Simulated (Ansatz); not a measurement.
The inner images of a band of CH8AlClSi2 (13 atoms, charge 0, multiplicity 1) are given out of order.

All numbers below come from RKS revPBE-D4/6-31G in Ansatz.

Initial state:

```xyz
13
Properties=species:S:1:pos:R:3
Al -2.054 0.803 0.846
Si -0.317 -0.603 -0.248
Si 1.618 -1.380 0.892
C 0.273 0.866 -1.419
Cl -1.191 2.181 -1.393
H -1.555 1.804 2.019
H -3.627 0.557 0.555
H -0.805 -1.699 -1.184
H 1.262 -2.517 1.829
H 2.215 -0.254 1.713
H 2.683 -1.875 -0.069
H 1.126 1.446 -1.040
H 0.393 0.635 -2.486
```

Final state:

```xyz
13
Properties=species:S:1:pos:R:3
Al -2.119 0.743 0.659
Si -0.304 -0.592 -0.400
Si 1.436 -1.452 0.969
C 0.441 0.957 -1.372
Cl -0.499 2.533 -0.671
H -3.520 0.924 -0.133
H -1.956 1.200 2.204
H -0.648 -1.618 -1.471
H 0.930 -2.596 1.826
H 1.940 -0.355 1.887
H 2.613 -1.956 0.153
H 1.497 1.198 -1.190
H 0.209 0.979 -2.446
```

**Question.** Put them in order from the first end to the last, with their energies above the first end.
A.
```xyz
13
Properties=species:S:1:pos:R:3
Al -2.065 0.835 1.089
Si -0.364 -0.182 -0.407
Si 1.058 -1.769 0.659
C 0.824 1.144 -1.206
Cl -0.164 2.582 -1.973
H -2.992 2.076 0.623
H -2.265 0.204 2.573
H -1.048 -0.890 -1.570
H 0.242 -2.907 1.238
H 1.817 -1.107 1.794
H 2.074 -2.350 -0.306
H 1.492 1.608 -0.468
H 1.415 0.723 -2.032
```
B.
```xyz
13
Properties=species:S:1:pos:R:3
Al -2.018 0.832 0.930
Si -0.295 -0.476 -0.274
Si 1.508 -1.527 0.859
C 0.388 0.989 -1.376
Cl -1.178 2.049 -1.825
H -1.551 2.185 1.691
H -3.538 0.291 1.085
H -0.874 -1.477 -1.260
H 0.991 -2.745 1.598
H 2.129 -0.584 1.869
H 2.592 -1.976 -0.103
H 1.039 1.690 -0.834
H 0.827 0.713 -2.344
```
C.
```xyz
13
Properties=species:S:1:pos:R:3
Al -2.062 0.869 1.005
Si -0.367 -0.212 -0.456
Si 1.001 -1.847 0.605
C 0.866 1.157 -1.102
Cl -0.089 2.743 -1.589
H -3.277 1.750 0.402
H -1.966 0.636 2.610
H -0.999 -0.838 -1.690
H 0.156 -2.977 1.159
H 1.752 -1.211 1.759
H 2.021 -2.437 -0.350
H 1.579 1.481 -0.330
H 1.406 0.852 -2.009
```
D.
```xyz
13
Properties=species:S:1:pos:R:3
Al -2.035 0.776 1.099
Si -0.352 -0.309 -0.349
Si 1.313 -1.584 0.790
C 0.566 1.071 -1.372
Cl -0.744 2.180 -2.223
H -1.838 2.322 1.538
H -3.289 -0.074 1.682
H -0.990 -1.237 -1.371
H 0.679 -2.783 1.466
H 1.995 -0.748 1.856
H 2.377 -2.080 -0.171
H 1.153 1.753 -0.740
H 1.185 0.678 -2.190
```
E.
```xyz
13
Properties=species:S:1:pos:R:3
Al -1.964 1.045 0.772
Si -0.369 -0.351 -0.533
Si 0.965 -2.006 0.528
C 0.821 1.165 -0.947
Cl -0.121 2.778 -0.336
H -3.356 1.525 0.099
H -1.673 1.251 2.352
H -0.839 -0.885 -1.879
H 0.097 -3.124 1.070
H 1.712 -1.378 1.688
H 1.988 -2.617 -0.412
H 1.759 1.199 -0.376
H 1.000 1.362 -2.012
```
F.
```xyz
13
Properties=species:S:1:pos:R:3
Al -2.047 0.803 1.134
Si -0.359 -0.203 -0.370
Si 1.164 -1.680 0.722
C 0.718 1.121 -1.308
Cl -0.404 2.360 -2.228
H -2.416 2.378 1.093
H -2.778 -0.161 2.216
H -1.051 -1.025 -1.449
H 0.413 -2.845 1.335
H 1.904 -0.959 1.833
H 2.193 -2.226 -0.249
H 1.331 1.729 -0.628
H 1.352 0.672 -2.086
```
G.
```xyz
13
Properties=species:S:1:pos:R:3
Al -2.012 0.952 0.877
Si -0.365 -0.291 -0.505
Si 0.979 -1.938 0.555
C 0.852 1.158 -0.999
Cl -0.176 2.798 -1.018
H -3.381 1.562 0.270
H -1.729 1.044 2.475
H -0.924 -0.850 -1.804
H 0.124 -3.068 1.092
H 1.718 -1.306 1.719
H 2.009 -2.524 -0.392
H 1.635 1.347 -0.251
H 1.290 1.080 -2.004
```

**Answer.** B (+0.070 eV), D (+0.140 eV), F (+0.183 eV), A (+0.209 eV), C (+0.185 eV), G (+0.097 eV), E (+0.002 eV).

The run took 16 min on 1 thread of Arm Neoverse V1 (shared host), peak memory 0.28 GiB.
